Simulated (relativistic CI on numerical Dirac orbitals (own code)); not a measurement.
# Hyperfine structure of Eu XIII, mass number 151

Computed by Dirac-Coulomb-Breit CI, KLI orbitals optimised for each configuration, model QED (radiative potential, 1s self-energy scaled to tabulated hydrogen-like ionisation energies), unscaled Slater integrals (own radial code, finite nucleus).

Configurations in the expansion (outside the closed core [Kr] 4d10): 4f3.5s2, 4f5, 4f4.5s, 4f2.5s2.5p, 4f3.5s.5p, 4f2.5s.5p2, 4f.5s2.5p.5d, 4f2.5s2.5d, 4f.5s2.5p.6s, 4f4.6s, 4f2.5s2.6s, 4f.5s2.5p2, 5s2.5p3, 4f.5s.5p3, 5s2.5p2.5d, 5s2.5p2.6s. Double excitations out of closed p, d and f shells are left out; levels of such configurations are missing from the list, as are those of other unlisted configurations, and high levels can miss mixing partners.

Nuclear spin I = 5/2, μ = 3.4635 μN, Q = 0.903 b (tables of Stone and Pyykkö). The electronic factors are computed for point nuclear moments, without core polarisation or the Bohr-Weisskopf and QED corrections.

```json
{"Level": "4f3.5s2 4I°_9/2", "E (cm⁻¹)": "0.0", "A (MHz)": "1827", "B (MHz)": "471"}
{"Level": "4f3.5s2 4I°_11/2", "E (cm⁻¹)": "3741.9", "A (MHz)": "1437", "B (MHz)": "472"}
{"Level": "4f3.5s2 4I°_13/2", "E (cm⁻¹)": "7649.3", "A (MHz)": "1207", "B (MHz)": "514"}
{"Level": "4f3.5s2 4I°_15/2", "E (cm⁻¹)": "11639.6", "A (MHz)": "1069", "B (MHz)": "586"}
{"Level": "4f3.5s2 4F°_3/2", "E (cm⁻¹)": "22513.0", "A (MHz)": "2036", "B (MHz)": "-327"}
{"Level": "4f3.5s2 2H°_9/2", "E (cm⁻¹)": "22738.7", "A (MHz)": "1554", "B (MHz)": "-392"}
{"Level": "4f3.5s2 4F°_5/2", "E (cm⁻¹)": "24610.5", "A (MHz)": "1237", "B (MHz)": "-317"}
{"Level": "4f3.5s2 4F°_7/2", "E (cm⁻¹)": "26297.7", "A (MHz)": "1088", "B (MHz)": "-605"}
```

Levels with J = 0, under 50 % of one LS term, or S terms without an open s electron are left out. Small factors come from cancelling terms and can be off by tens of per cent or more.

At this charge transitions that keep the count of f electrons are usually good to a few per cent. Terms inside the open d or f shell come out 10 to 20 % too wide with unscaled integrals. Levels and lines within the n = 5 or 6 shells can be off by up to 10 % or somewhat more, and those that change n by about 2 %, since core polarisation is missing. Levels that differ in their count of f electrons can be misplaced by several ten thousand cm⁻¹, since the correlation energy of f electrons is missing or only estimated; rates across such gaps can be off by orders of magnitude.

(1) Give the hyperfine levels of 4f3.5s2 4I°_9/2 relative to its centre of gravity.

## Answers

(1) With K = F(F + 1) − I(I + 1) − J(J + 1), E = AK/2 + B[¾K(K + 1) − I(I + 1)J(J + 1)]/[2I(2I − 1)J(2J − 1)]: F = 2: -24910, F = 3: -19570, F = 4: -12390, F = 5: -3335, F = 6: 7663, F = 7: 20670 MHz.

LS names give the leading component of a level, which can be under half, so a name can repeat, a term be missing and a line seem to break the LS rules.
